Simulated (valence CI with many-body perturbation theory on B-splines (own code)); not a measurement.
Sm XIII: electric-dipole lines

Level of theory: valence CI with perturbative core correlation (CI+MBPT): four valence electrons over a frozen Dirac-Fock core [Kr] 4d10, a basis of 8 s, 8 p, 9 d, 9 f, 6 g, 3 h, 2 i functions for each j, with the one-electron correlation potential Σ1, the two-electron term Σ2, the three-electron term Σ3, Breit, model QED; selected CI, second order for the rest, scaled by the run's own slope (own B-spline code, finite nucleus).

No measured levels were compared; by estimate terms of the open shell hold to a few per cent of their energy, and close levels can change places; configurations with another count of f electrons can be misplaced by thousands of cm⁻¹. Core correlation moves these levels by up to 34000 cm⁻¹, and in measured spectra 5 to 20 % of such shifts remained as error; rates that hang on mixing are uncertain with them.

Lines 101 to 150 of 218 in falling wavelength, among levels below 15.869 eV, chosen from the strongest by gf and those to the six lowest levels. Wavelengths and rates use the calculated energies, so an error of 2000 cm⁻¹ moves a line at 108.4 nm by 2.2 % and its rate by three times that or more. Electric multipoles are in the length gauge, E1 and E2 with the static RPA response of the core. Weak lines are less certain than strong ones. Lines between different terms over intervals too small for the method are left out, as are lines whose strength nearly cancels. Where a level lies close to another of its J and parity, the split of strength between their lines is uncertain. The highest levels of a list are the least certain.

Names give the largest LS component (configuration and term), which can be under half, so a name can repeat, a term be missing and a line seem to break the LS rules; names also repeat where a configuration has a term twice. Letters in brackets count levels of one name in rising energy.

| λ vac (nm) | Upper | Lower | A (s⁻¹) | S (a.u.) |
| --- | --- | --- | --- | --- |
| 108.4 | 4f³5s ⁵G°_3 | 4f²5s² ³F_4 | 3.44e+01 | 1.51e-07 |
| 108.3 | 4f³5s ³I°_5 [a] | 4f²5s² ³H_4 | 1.56e+04 | 1.08e-04 |
| 108.2 | 4f³5s ⁵D°_2 | 4f²5s² ¹D_2 | 1.10e+04 | 3.44e-05 |
| 108.1 | 4f³5s ³H°_5 | 4f²5s² ³H_6 | 3.42e+01 | 2.35e-07 |
| 107.9 | 4f³5s ⁵G°_3 | 4f²5s² ³F_3 | 1.30e+03 | 5.62e-06 |
| 107.6 | 4f³5s ⁵D°_3 | 4f²5s² ¹D_2 | 1.08e+04 | 4.65e-05 |
| 107.1 | 4f³5s ⁵F°_4 | 4f²5s² ³H_5 | 6.11e+01 | 3.34e-07 |
| 106.4 | 4f³5s ⁵G°_4 | 4f²5s² ³F_4 | 1.36e+00 | 7.30e-09 |
| 106.3 | 4f³5s ⁵F°_5 | 4f²5s² ³H_5 | 1.24e+04 | 8.09e-05 |
| 105.9 | 4f³5s ⁵G°_4 | 4f²5s² ³F_3 | 3.39e+04 | 1.79e-04 |
| 105.5 | 4f³5s ³F°_4 | 4f²5s² ¹G_4 | 7.07e+04 | 3.69e-04 |
| 105.1 | 4f³5s ⁵G°_2 | 4f²5s² ³F_2 | 2.06e+03 | 5.91e-06 |
| 105.0 | 4f³5s ³H°_6 | 4f²5s² ³H_6 | 9.82e+04 | 7.31e-04 |
| 105.0 | 4f³5s ³G°_3 [a] | 4f²5s² ³F_4 | 9.79e+00 | 3.92e-08 |
| 105.0 | 4f³5s ³H°_4 | 4f²5s² ³H_5 | 1.93e+01 | 9.93e-08 |
| 104.7 | 4f³5s ³G°_5 [a] | 4f²5s² ¹G_4 | 1.20e+05 | 7.45e-04 |
| 104.5 | 4f³5s ³G°_3 [a] | 4f²5s² ³F_3 | 3.84e+03 | 1.51e-05 |
| 104.3 | 4f³5s ⁵G°_3 | 4f²5s² ³F_2 | 2.81e+04 | 1.10e-04 |
| 104.1 | 4f³5s ¹D°_2 | 4f²5s² ¹D_2 | 2.00e+05 | 5.55e-04 |
| 103.6 | 4f³5s ⁵G°_5 | 4f²5s² ³F_4 | 9.93e+03 | 6.00e-05 |
| 103.3 | 4f³5s ⁵F°_3 | 4f²5s² ³H_4 | 1.46e-01 | 5.57e-10 |
| 103.0 | 4f³5s ¹P°_1 | 4f²5s² ¹D_2 | 1.52e+05 | 2.45e-04 |
| 102.9 | 4f³5s ³H°_5 | 4f²5s² ³H_5 | 6.41e+04 | 3.79e-04 |
| 102.6 | 4f³5s ³G°_4 [a] | 4f²5s² ³F_4 | 6.31e+02 | 3.03e-06 |
| 102.2 | 4f³5s ¹H°_5 | 4f²5s² ³F_4 | 7.23e+04 | 4.19e-04 |
| 102.1 | 4f³5s ³G°_4 [a] | 4f²5s² ³F_3 | 7.77e+04 | 3.68e-04 |
| 102.1 | 4f³5s ³F°_2 | 4f²5s² ³F_3 | 3.97e+03 | 1.04e-05 |
| 102.0 | 4f³5s ⁵F°_4 | 4f²5s² ³H_4 | 6.56e+03 | 3.09e-05 |
| 101.2 | 4f³5s ⁵F°_5 | 4f²5s² ³H_4 | 2.82e+01 | 1.59e-07 |
| 101.2 | 4f³5s ³G°_3 [a] | 4f²5s² ³F_2 | 4.08e+04 | 1.46e-04 |
| 100.7 | 4f³5s ³D°_3 | 4f²5s² ¹G_4 | 1.58e+04 | 5.57e-05 |
| 100.7 | 4f³5s ⁵G°_5 | 4f²5s² ³H_6 | 4.96e-01 | 2.75e-09 |
| 100.1 | 4f³5s ³H°_6 | 4f²5s² ³H_5 | 1.25e+04 | 8.07e-05 |
| 100.0 | 4f³5s ³H°_4 | 4f²5s² ³H_4 | 7.08e+04 | 3.15e-04 |
| 99.50 | 4f³5s ³K°_6 | 4f²5s² ³H_6 | 2.80e+01 | 1.77e-07 |
| 99.33 | 4f³5s ¹H°_5 | 4f²5s² ³H_6 | 1.24e+04 | 6.59e-05 |
| 99.23 | 4f³5s ³F°_3 | 4f²5s² ³F_4 | 3.38e+03 | 1.14e-05 |
| 99.07 | 4f³5s ¹G°_4 | 4f²5s² ¹G_4 | 2.64e+03 | 1.14e-05 |
| 99.00 | 4f³5s ³F°_4 | 4f²5s² ³F_4 | 1.37e+04 | 5.91e-05 |
| 98.87 | 4f³5s ³F°_2 | 4f²5s² ³F_2 | 1.26e+05 | 3.00e-04 |
| 98.77 | 4f³5s ³F°_3 | 4f²5s² ³F_3 | 8.02e+04 | 2.67e-04 |
| 98.55 | 4f³5s ³F°_4 | 4f²5s² ³F_3 | 3.07e+03 | 1.31e-05 |
| 98.50 | 4f³5s ⁵G°_4 | 4f²5s² ³H_5 | 1.16e+02 | 4.95e-07 |
| 98.35 | 4f³5s ³K°_7 | 4f²5s² ³H_6 | 2.52e+02 | 1.78e-06 |
| 98.24 | 4f³5s ³G°_5 [a] | 4f²5s² ³F_4 | 2.45e+03 | 1.26e-05 |
| 98.15 | 4f³5s ³H°_5 | 4f²5s² ³H_4 | 3.81e+03 | 1.96e-05 |
| 97.93 | 4f³5s ⁵G°_6 | 4f²5s² ³H_6 | 6.36e+02 | 3.83e-06 |
| 97.70 | 4f³5s ³P°_2 | 4f²5s² ³F_3 | 3.92e+04 | 9.03e-05 |
| 97.28 | 4f³5s ³S°_1 [a] | 4f²5s² ³F_2 | 3.99e+04 | 5.44e-05 |
| 96.09 | 4f³5s ⁵G°_5 | 4f²5s² ³H_5 | 4.30e+03 | 2.07e-05 |
